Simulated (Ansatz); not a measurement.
Ansatz (an electronic-structure program) input (MP2/6-31G* with LANL2DZ past Ar): The .json file joins the Basis Set Exchange's 6-31G* for atoms up to Ar and LANL2DZ past it.

Ansatz 0.2 input:
```yaml
crystal:
  periodic: [false, false, false]
  atoms:
    - {symbol: As, position_ang: [-0.00000000, 0.00000000, -0.00000000]}
    - {symbol: H, position_ang: [0.00688200, -0.00058800, 1.60544900]}
    - {symbol: H, position_ang: [-0.00688200, 0.00058800, -1.60544900]}
    - {symbol: H, position_ang: [1.53171700, 0.00083800, -0.00656600]}
    - {symbol: H, position_ang: [-0.76658200, 1.32609900, 0.00377200]}
    - {symbol: H, position_ang: [-0.76513500, -1.32693600, 0.00279400]}
basis:
  gaussian:
    orbitals: 6-31Gs+LANL2DZ.json
total_charge: 1
magnetization: {spin_polarized: true, initial_magnetization: 1}
correlation: {method: mp2, electrons: outside_noble_gas}
```

Output:

```
Functional definition: HF
integrals: 0.00 GiB planned
285 factors; integrals over basis functions are off by at most 2.8e-4 eV
mean field: 0.04 GiB planned
mean field evaluation 1: about -227.2668 eV, gradient 7.2e0 eV
mean field evaluation 2: about -227.2443 eV, gradient 7.1e0 eV
mean field evaluation 4: about -227.9336 eV, gradient 1.2e0 eV
mean field evaluation 8: about -227.9689 eV, gradient 1.7e-3 eV
mean field -227.96891334 eV, -8.3777030425 hartree, gradient 2.3e-6 eV, S^2 0.828271; 0 other end points of the search recorded, 0 dependent functions left out
reference -227.96891334 eV, -8.3777030425 hartree; 5, 4 occupied and 13, 14 virtual orbitals, 285 factors
second order -1.84520881 eV of doubles, -0.00000000 eV of singles
Total energy: -229.81412215 eV, -8.4455132154 hartree
```

The dipole moment of an ion depends on the origin.

The geometry given is a B3LYP-D3(BJ)/def2-TZVP minimum of the species of charge 0 and multiplicity 1, not of this state.
